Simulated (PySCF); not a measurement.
# Polarisability and C₆ of Nd(38+) (neodymium, charge +38)

[Ar] 3d4, high-spin 5D determinant. All numbers are calculated (PySCF 2.14, the spin-free X2C one-electron Hamiltonian (Gaussian nucleus), in an uncontracted even-tempered set (18 s from 6.9 bohr⁻², ratio 2.5; 12 p from 9 bohr⁻², ratio 2.5; 7 d from 9 bohr⁻², ratio 2.5; 4 f from 34 bohr⁻², ratio 2.7; 3 g from 50 bohr⁻², ratio 2.7)). Coupled (time-dependent) response in atomic units; α is the mean over directions.

| method | mean α (bohr³) | α xx, yy, zz | C₆ (like pair) | S(−4) |
| --- | --- | --- | --- | --- |
| UHF | 0.007765 | 0.008068, 0.008068, 0.007159 | 0.0009266 | 4.196e-05 |
| PBE0 | 0.007750 | 0.008059, 0.008059, 0.007130 | 0.0009258 | 4.170e-05 |

S(−4) is the Cauchy moment in α(ω) = α(0) + S(−4) ω² + …

Spin-orbit coupling is absent.

α(iu) at PBE0:

| u (hartree) | α(iu) (bohr³) |
| --- | --- |
| 0 | 0.007749 |
| 2.00 | 0.007588 |
| 4.00 | 0.007154 |
| 8.00 | 0.005944 |
| 12.0 | 0.004847 |
| 16.0 | 0.004048 |
| 20.0 | 0.003487 |
| 30.0 | 0.002651 |
| 40.0 | 0.002166 |
| 60.0 | 0.001557 |
| 100 | 0.0009017 |

A single London oscillator, α(iu) = α/(1 + u²/ω²), gives C₆ = (3/4) ω α². Matching the computed C₆ needs ω = 4 × 0.0009258 / (3 × 0.007750²) = 20.6 hartree.

For an ion, C₆ is the dispersion term alone; charge-induced terms of lower order in 1/R come first.

The components differ because the open shell of this determinant is not spherical; for a pure term their mean is the scalar polarisability.

Spin-orbit coupling is strong in this species (close to jj coupling), so the high-spin LS determinant is a model state, not a physical level.
